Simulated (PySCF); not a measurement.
Zn(Me)(OH) (CH₄OZn), SMILES [OH][Zn][CH3].

Geometry: PBE0-D3(BJ)/def2-TZVP. The isomer is the one that the SMILES or the coordinates give; other isomers of the formula were not compared. Other conformers were not sampled.

Computed with CAM-B3LYP/def2-TZVPD in PySCF.

Gas-phase values at a fixed geometry.

```json
{
  "total_energy": "-1895.26738 hartree",
  "highest_occupied_level": "-9.60 eV",
  "lowest_empty_level": "0.11 eV",
  "orbital_gap": "9.71 eV",
  "dipole_moment": "0.391 e·Å",
  "quadrupole, principal values (traceless, Buckingham form, about the centre of nuclear charge)": "-8.48, 1.81, 6.67 D·Å",
  "mean_static_polarisability": "42.1 bohr³ (6.24 Å³)",
  "polarisability_principal_values": "35.5, 35.6, 55.3 bohr³"
}
```
